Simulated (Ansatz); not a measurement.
The same ligand exchange along the group Sc, Y.

Program: Ansatz. Geometries: PBE0-D4/def2-TZVP. ΔE: electronic, gas phase. CCSD(T)/CBS adds triple-zeta CCSD(T) − MP2 to the extrapolated MP2 energy (def2 sets, frozen cores). This one scheme is used for every species. Functionals use def2-TZVPP. def2 core potentials past Kr. For Sc, Y outer-core shells are correlated without core-valence functions, which leaves a few kJ/mol of doubt a bond. Scalar relativity is left out up to krypton.

```tsv
reaction	ωB97X-V (kJ/mol)	RPA@PBE/def2-TZVPP (kJ/mol)	MP2/CBS(def2) (kJ/mol)	CCSD(T)/CBS(def2) (kJ/mol)
`[CH3][Sc]([F])[Cl]` + HCl → `[F][Sc]([Cl])[Cl]` + CH₄	-237	-231	-238	-233
`[CH3][Y]([F])[Cl]` + HCl → `[F][Y]([Cl])[Cl]` + CH₄	-259	-246	-262	-257
```

Largest T1 diagnostic: 0.015, for `[F][Sc]([Cl])[Cl]`.
